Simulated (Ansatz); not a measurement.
`[AlH2][CH2]Cl` + `C[SiH2]N` → `C[SiH2][NH][AlH2]` + `CCl`  (ligand exchange at the Al–C bond)

Gas-phase electronic energies from Ansatz, PBE0-D4/def2-TZVP geometries. CCSD(T)/CBS is the MP2 limit (def2-TZVPP, def2-QZVPP) plus CCSD(T) − MP2 in def2-TZVPP, frozen cores. This one scheme is used for every species. DFT in def2-TZVPP. B3LYP here is the variant with VWN-RPA as its local correlation; programs differ in this. One conformer a species, not always the lowest.

(1) Is it downhill or uphill in electronic energy at CCSD(T)/CBS, and by how much? (Best estimate.)

(2) What do these levels give: B3LYP-D4, ωB97M-V, PBE, r2SCAN, B3LYP, HF/def2-TZVPP, MP2/def2-TZVPP, SCS-MP2/def2-TZVPP, CCSD/def2-TZVPP, MP2/def2-QZVPP, SCS-MP2/def2-QZVPP, CCSD/CBS(def2)? (Best estimate.)

Largest T1 diagnostic among the species: 0.011.

Results:

(1) The calculation gave: Downhill: ΔE = -29.0 kcal/mol.

(2) The calculation gave: B3LYP-D4 -29.1, ωB97M-V -28.4, PBE -27.1, r2SCAN -29.1, B3LYP -28.5, HF/def2-TZVPP -30.0, MP2/def2-TZVPP -30.3, SCS-MP2/def2-TZVPP -30.4, CCSD/def2-TZVPP -29.7, MP2/def2-QZVPP -29.9, SCS-MP2/def2-QZVPP -30.0, CCSD/CBS(def2) -29.0 kcal/mol.
